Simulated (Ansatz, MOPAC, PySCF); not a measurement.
C2H4OTe, SMILES `C=C[Te]O` (C–C–Te–O torsion -3°, C–Te–O–H torsion -87°), neutral singlet in the gas phase. In the def2 sets core potentials replace the inner electrons of Te.

Cartesian coordinates (Å):
SMILES: C=C[Te]O
```xyz
8

C     -1.0353    -0.5814    -0.0166
C     -0.6529     0.5695    -0.5712
Te     1.3696     1.2231    -0.6086
O      2.0683    -0.3332     0.4671
H     -2.0882    -0.8811    -0.0124
H     -0.3080    -1.2588     0.4411
H     -1.3573     1.2633    -1.0442
H      1.9793    -0.0800     1.3989
```
Charge 0, multiplicity 1.

All levels are single points at this geometry (B3LYP-D3(BJ)/def2-SVP); Pople sets use spherical d functions. Orbital energies aren't observables, and empty levels follow the basis.

```tsv
level	HOMO (eV)	LUMO (eV)	gap (eV)	dipole (D)	vertical IE, Delta-SCF (eV)
B3LYP-D3(BJ)/def2-TZVP in Ansatz	-5.84	-2.08	3.76	1.76	8.09
CAM-B3LYP-D3(BJ)/def2-TZVP in Ansatz	-7.26	-0.79	6.48	1.86	–
PBE-D3(BJ)/def2-TZVP in Ansatz	-5.03	-2.72	2.31	1.62	7.94
B3LYP/6-31G* (LANL2DZ on Te) in PySCF	-5.69	-1.74	3.95	2.02	8.03
HF/6-31G* (LANL2DZ on Te) in PySCF	-8.12	1.92	10.04	2.41	–
AM1 in MOPAC	-7.10	-0.30	6.80	1.89	–
PM3 in MOPAC	-8.84	-1.25	7.59	2.91	–
PM6 in MOPAC	-8.52	-1.16	7.36	3.59	–
PM7 in MOPAC	-7.67	0.56	8.23	2.89	–
```

Ansatz is a program for electronic structure.
